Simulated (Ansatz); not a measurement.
```yaml
crystal:
  periodic: [false, false, false]
  atoms:
    - {symbol: F, position_ang: [0.274044, 0.824847, 2.194157]}
    - {symbol: C, position_ang: [0.473506, 1.069150, 1.085303]}
    - {symbol: S, position_ang: [1.148753, -0.409073, -0.022998]}
    - {symbol: Si, position_ang: [-0.823236, -1.176935, -0.937981]}
    - {symbol: Zn, position_ang: [-1.391742, 1.126257, -0.029656]}
    - {symbol: H, position_ang: [1.387778, 1.823673, 0.832315]}
    - {symbol: H, position_ang: [-0.135617, -1.076042, -2.417715]}
    - {symbol: H, position_ang: [-1.532868, -2.182232, -0.629079]}
basis:
  gaussian: {orbitals: cc-pVTZ-DK}
magnetization: {spin_polarized: true, initial_magnetization: 10}
hamiltonian: {xc: {name: r2SCAN0}}
```

```sh
$ ansatz run in.yaml --threads 4 --pin off --events-out ev --progress --plain --max-ram 10444MiB
```

Shortened log:

```
Functional definition: r2SCAN0
1712 factors; their error is unknown
mean field evaluation 1: about -71396.6272 eV, gradient 3.2e1 eV
mean field evaluation 2: about -71372.3119 eV, gradient 6.8e1 eV
mean field evaluation 4: about -71403.3621 eV, gradient 7.6e0 eV
mean field evaluation 8: about -71403.9312 eV, gradient 4.6e-1 eV
mean field evaluation 16: about -71404.1416 eV, gradient 3.5e-2 eV
mean field evaluation 32: about -71404.1418 eV, gradient 5.7e-5 eV
mean field -71404.14181340 eV, -2624.0538121767 hartree, gradient 8.5e-6 eV, S^2 30.019194; 2 other end points of the search recorded, 0 dependent functions left out
reference -71404.14182951 eV, -2624.0538127688 hartree; 44, 34 occupied and 194, 204 virtual orbitals, 1712 factors
Total energy: -71404.14182951 eV, -2624.0538127688 hartree
Relativity: scalar
```

(1) What is wrong with this run?

Answers

(1) The spin is set far too high for this molecule. The run converged. The result belongs to that input, not to the molecule as meant.
